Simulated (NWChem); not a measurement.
System: C$_{2}$H$_{5}$BF$_{2}$O; SMILES OCCB(F)F

NWChem input:

```
start job
memory heap 200 mb stack 700 mb global 900 mb
geometry units angstroms noautoz
  O      0.134342     2.724295     0.086988
  C     -0.418118     1.424791    -0.072213
  C      0.625597     0.309191     0.046080
  B      0.049421    -1.149513     0.015884
  F     -1.257823    -1.391534     0.022005
  F      0.846916    -2.211309    -0.008531
  H      0.785227     2.858084    -0.619429
  H     -0.959475     1.337122    -1.028059
  H     -1.163400     1.328185     0.722981
  H      1.187773     0.441130     0.983028
  H      1.380535     0.401346    -0.750651
end
basis spherical
  * library 6-311++g**
end
dft
  xc xtpss03 ctpss03
  iterations 150
  mulliken
end
task dft energy
```

The geometry was optimised at B3LYP/6-31G* (spherical d).

Problem. What results follow from this input? (TPSS/6-311++G** (spherical d).) Quantities: basis functions; energy (Ha); highest occupied level (eV); orbital gap (eV); dipole (D).

Solution. number of basis functions: 167
energy (Ha): -379.26
highest occupied level (eV): -6.59
orbital gap (eV): 5.65
dipole (D): 1.54
